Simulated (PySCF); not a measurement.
Excitations are Tamm–Dancoff values on a coarser integration grid. The basis has no diffuse functions, so Rydberg states are missing or too high.

Cartesian coordinates (Å):
SMILES: FC(S)(S)S
```xyz
8

F      0.2961    -0.4316     1.7722
C     -0.0243    -0.2160     0.4514
S     -0.1082     1.5966     0.2919
S      1.1961    -0.9960    -0.6189
S     -1.6138    -1.0848     0.2142
H      0.0829     1.6165    -1.0317
H      2.2094    -0.1775    -0.2919
H     -2.0381    -0.3071    -0.7873
```
Charge 0, spin multiplicity 1.

Q: What HOMO, dipole moment, T1 excitation (TDA), S1–T1 gap (TDA) and LUMO does PBE-D3(BJ)/def2-TZVP // CAM-B3LYP-D3(BJ)/def2-TZVP in PySCF give?

A: 
The HOMO comes out as -6.14 eV and the dipole moment is 2.16 D. The T1 excitation (TDA) is 3.90 eV. The S1–T1 gap (TDA) comes out as 0.38 eV. The LUMO is -2.01 eV.
